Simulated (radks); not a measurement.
Question: Ge, configuration [Ar] 3d10 4s2 4p2 (the NIST ground configuration). Calculated with a radial shooting solver on a logarithmic mesh with Libxc functionals: scalar-relativistic Kohn-Sham, PBEsol, spin-polarised, spherical densities, point nucleus; open shells are filled with parallel spins first. Some entries of the table are withheld. Estimate them.

| orbital | occ. | eigenvalue (Ry) | <r^2> (bohr^2) |
|---|---|---|---|
| 1s up | 1 | -804.9437 | 0.002976 |
| 1s down | 1 | -804.9395 | 0.002976 |
| 2s up | 1 | -100.7240 | 0.05211 |
| 2s down | 1 | -100.7226 | 0.05210 |
| 2p up | 3 | -88.04210 | 0.04140 |
| 2p down | 3 | -88.03885 | 0.04140 |
| 3s up | 1 | -12.34228 | 0.4504 |
| 3s down | 1 | -12.33795 | 0.4502 |
| 3p up | 3 | -8.47010 | 0.4940 |
| 3p down | 3 | -8.46480 | 0.4933 |
| 3d up | 5 | (1) | 0.7036 |
| 3d down | 5 | (2) | 0.6915 |
| 4s up | 1 | -0.89949 | (3) |
| 4s down | 1 | -0.79034 | (4) |
| 4p up | 2 | -0.32433 | 9.558 |
| 4p down | 0 | -0.21029 | 10.37 |

Answer: 
(1) 3d up eigenvalue (Ry): -2.14389
(2) 3d down eigenvalue (Ry): -2.13267
(3) 4s up <r^2> (bohr^2): 5.200
(4) 4s down <r^2> (bohr^2): 5.138
